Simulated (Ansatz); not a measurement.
`[SiH3][O][Hf]([Cl])([O][SiH3])[O][SiH3]`, relaxed with RKS PBE0-D4/def2-TZVP in Ansatz 0.2.0 from a GFN2-xTB geometry. The force threshold is 0.005 eV/Å; the program also tests the step.

The species carries charge 0 and has multiplicity 1. Hf takes the def2 core potential.

Start:

```xyz
17

Si   -0.351   -2.261    0.066
O    -1.365   -1.248    0.804
Hf   -1.317    0.636    0.818
Cl   -3.031    1.462    2.002
O    -1.439    1.269   -0.954
Si   -0.524    1.021   -2.257
O     0.296    1.201    1.615
Si    1.846    0.760    1.564
H     0.124   -3.209    1.081
H    -1.098   -2.954   -0.993
H     0.787   -1.502   -0.515
H     0.891    1.299   -1.931
H    -0.682   -0.372   -2.716
H    -1.016    1.964   -3.262
H     2.350    0.838    0.179
H     2.552    1.712    2.423
H     1.980   -0.617    2.078
```

(1) By how much does the energy fall, and how many steps does the optimiser take? (Best estimate.)

(2) Which bonds change most? (Estimate.)

(3) Give the relaxed structure. (Best estimate.)

Answers

(1) Computed: 83.43 kJ/mol, in 28 steps, 1 of them rejected.

(2) The calculation gave: Hf3–Cl4 from 2.241 to 2.364 Å; O2–Hf3 from 1.885 to 1.929 Å; Hf3–O5 from 1.886 to 1.929 Å; Hf3–O7 from 1.886 to 1.929 Å.

(3) The calculation gave: 
```xyz
17

Si   -0.815   -3.237    0.267
O    -0.818   -1.603    0.386
Hf   -0.773    0.323    0.495
Cl   -2.650    1.113    1.695
O    -0.779    1.050   -1.292
Si   -0.737    1.644   -2.819
O     0.853    0.862    1.382
Si    2.261    1.296    2.098
H    -0.830   -3.836    1.626
H    -2.016   -3.685   -0.483
H     0.407   -3.680   -0.452
H     0.600    2.234   -3.087
H    -0.991    0.545   -3.786
H    -1.779    2.690   -2.974
H     3.244    1.698    1.058
H     2.021    2.438    3.017
H     2.804    0.147    2.868
```
